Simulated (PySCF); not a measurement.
BiBr$_{2}$ (SMILES [Br][Bi][Br]), doublet, geometry from GFN2-xTB (such geometries of metal compounds can be far from the true shape) (the spin is typed, not shown lowest) (core potentials on Bi). Base run: B3LYP/def2-SVP (PySCF).

The PySCF input:
```python
from pyscf import gto, scf, dft

mol = gto.M(
    atom='''
Bi    0.687662    0.361527    0.230007
Br   -1.163655    1.022137   -1.511829
Br   -0.467088   -1.879472    0.966383
''',
    basis='def2-svp',
    ecp={'Bi': 'def2-svp'},
    charge=0,
    spin=1,
    verbose=3,
)

mf = dft.UKS(mol)
mf.xc = 'b3lyp'
mf.kernel()
mo_i, mo_e, stable_i, stable_e = mf.stability(internal=True, external=False, return_status=True, nroots=6, tol=1e-6)
print('internally stable:', stable_i, ' externally stable:', stable_e)
if not stable_i:
    umf = mf.copy()
    umf.scf_summary = {}
    umf.kernel(umf.make_rdm1(mo_i, mf.mo_occ))
mf.analyze()
```

The bond that is stretched is that between atoms 2 and 1. A test that says stable can miss a lower solution.

The base run was repeated with changes; each row names its change, and settings that it needs were set with it.

```
change       ΔE vs base (mEh)  <S^2>                      stability test says        outcome
-----------  ----------------  -----  ---------------------------------------  -------------
base                    0.000  0.752  internally stable (external not tested)      converged
bond × 1.25            35.280  0.759  internally stable (external not tested)      converged
bond × 1.5             76.394  0.794                     internal instability      converged
bond × 1.8             87.695  1.490  internally stable (external not tested)      converged
bond × 2.2                  -      -                                        -  not converged
bond × 3.0                  -      -                                        -  not converged
```

On stretching, the SCF can end on different states; <S^2> shows the spin contamination of each.
